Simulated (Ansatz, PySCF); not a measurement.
Al(Cl)(OMe)(NH2) (CH5AlClNO), SMILES [Al]([O]C)([NH2])[Cl]. Atoms are numbered in the order given.

```xyz
10

Al    -0.3307     0.4206    -0.0406
Cl     1.2463    -0.5577     0.9426
O     -0.8995    -0.1966    -1.5056
C     -0.5851    -1.2785    -2.3343
H     -0.3141    -0.9242    -3.3447
H      0.2611    -1.8752    -1.9451
H     -1.4548    -1.9515    -2.4380
N     -1.0369     1.8651     0.6670
H     -0.7399     2.2827     1.5417
H     -1.7978     2.3958     0.2577
```

Geometry optimised at ωB97X-D3(BJ)/def2-SVP. The structure was generated by enumeration; whether it is a known compound was not checked. One conformer was computed; it need not be the lowest.

Two levels are set side by side: PBE-D3(BJ)/def2-SVP (Ansatz, a first-principles code) and ωB97X-D3(BJ)/def2-SVP (PySCF). Each level has its own optimised geometry; the coordinates shown are those of the second. Frequencies come from the Hessian of PySCF at each geometry. Differences are taken from unrounded values.

| quantity | ωB97X-D3(BJ) | PBE-D3(BJ) | PBE-D3(BJ) minus ωB97X-D3(BJ) |
|---|---|---|---|
| mean bond length (Å) | 1.365 | 1.375 | 0.010 |
| bond Al1–Cl2 (Å) | 2.100 | 2.116 | 0.015 |
| bond Al1–O3 (Å) | 1.688 | 1.705 | 0.016 |
| bond Al1–N8 (Å) | 1.757 | 1.767 | 0.010 |
| bond O3–C4 (Å) | 1.399 | 1.403 | 0.004 |
| bond C4–H5 (Å) | 1.105 | 1.114 | 0.009 |
| bond C4–H6 (Å) | 1.106 | 1.115 | 0.009 |
| bond C4–H7 (Å) | 1.105 | 1.114 | 0.009 |
| bond N8–H9 (Å) | 1.014 | 1.021 | 0.007 |
| bond N8–H10 (Å) | 1.014 | 1.021 | 0.007 |
| highest harmonic wavenumber (cm⁻¹) | 3725 | 3614 | -111 |
| mean harmonic wavenumber (cm⁻¹) | 1282 | 1230 | -52 |
| zero-point energy (kcal/mol) | 43.98 | 42.20 | -1.78 |

GGA bonds tend to be longer and softer than those of functionals with exact exchange. Differences between two approximate levels are no errors against the true value.
